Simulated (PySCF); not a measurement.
**`C=C(c1ccccc1)[C@H](C)O`, C10H12O**

Geometry:
```csv
atom,x (Å),y (Å),z (Å)
C1,1.113,-1.567,1.497
C2,0.854,-0.475,0.789
C3,-0.521,-0.142,0.374
C4,-1.328,-1.118,-0.206
C5,-2.623,-0.826,-0.591
C6,-3.136,0.445,-0.397
C7,-2.344,1.422,0.182
C8,-1.046,1.134,0.560
C9,1.943,0.484,0.341
C10,1.924,0.613,-1.188
O11,3.222,0.126,0.803
H12,2.109,-1.810,1.827
H13,0.327,-2.231,1.813
H14,-0.926,-2.108,-0.366
H15,-3.235,-1.592,-1.045
H16,-4.149,0.675,-0.696
H17,-2.741,2.415,0.341
H18,-0.441,1.900,1.022
H19,1.759,1.468,0.788
H20,0.970,1.006,-1.527
H21,2.079,-0.364,-1.645
H22,2.719,1.281,-1.508
H23,3.469,-0.710,0.390
```

Method: GIAO KT3/pcSseg-1 magnetisability, rotational g tensor and spin-rotation constants, non-relativistic, gas phase (PySCF). Geometry: GFN2-xTB.

(1) How diamagnetic is it, and how anisotropic?

(2) Split it along the inertial axes a, b, c into diamagnetic and paramagnetic parts about the centre of mass, with the quadrupole moment.

(3) And the rotational g tensor?

Answers

(1) Isotropic -1647 × 10⁻³⁰ J/T², or -99.2 × 10⁻⁶ cm³/mol; principal values -2329, -1313, -1298 × 10⁻³⁰ J/T², anisotropy 1024 × 10⁻³⁰ J/T² (root of half the summed squared differences of the principal values). The susceptibility is in cgs units.

(2) 
```csv
axis,χ (10⁻⁶ cm³/mol),diamagnetic (10⁻⁶ cm³/mol),paramagnetic (10⁻⁶ cm³/mol),summed x² of all electrons (Å²),quadrupole Θ (D Å)
a,-80.5,-666.6,586.1,379.9,-0.41
b,-93.5,-1854.3,1760.8,99.9,+3.90
c,-123.6,-2035.7,1912.1,57.2,-3.49
```
Anisotropies 2χaa − χbb − χcc = +56.2 and 2χbb − χaa − χcc = +17.2 × 10⁻⁶ cm³/mol. Θ is traceless in Buckingham's convention.

(3) 
| axis | rotational constant (GHz) | g | nuclear part | electronic part |
| --- | --- | --- | --- | --- |
| a | 2.3855 | -0.0385 | 0.6183 | -0.6569 |
| b | 0.6892 | -0.0077 | 0.5624 | -0.5701 |
| c | 0.6266 | +0.0031 | 0.5660 | -0.5629 |

Asymmetric top; isotopes 12C, 1H, 16O; no vibrational averaging.
